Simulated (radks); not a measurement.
The numbers below are computed, except where a source is named.
Task: All-electron atom: Sc in [Ar] 3d1.5 4p1.5 (fractional occupations, a model configuration). Level of theory: non-relativistic Kohn-Sham, PBE, spin-polarised, spherical densities, point nucleus; open shells are filled with parallel spins first (a radial shooting solver on a logarithmic mesh with Libxc functionals). Some entries of the table are withheld. Estimate them.

orbital  occ.  eigenvalue (eV)  r(max) (bohr)
1s up       1        -4370.523        0.04836
1s down     1        -4370.516        0.04836
2s up       1        -469.0196         0.2859
2s down     1        -468.7126         0.2858
2p up       3              (1)         0.2332
2p down     3              (2)         0.2332
3s up       1         -54.6601         0.9347
3s down     1         -53.4844         0.9341
3p up       3         -33.9416         0.9739
3p down     3         -32.7426         0.9729
3d up     1.5          -4.0151          1.118
3d down     0          -2.6729          1.109
4p up     1.5          -2.3612          4.059

Result: 
(1) 2p up eigenvalue (eV): -387.1973
(2) 2p down eigenvalue (eV): -386.9518
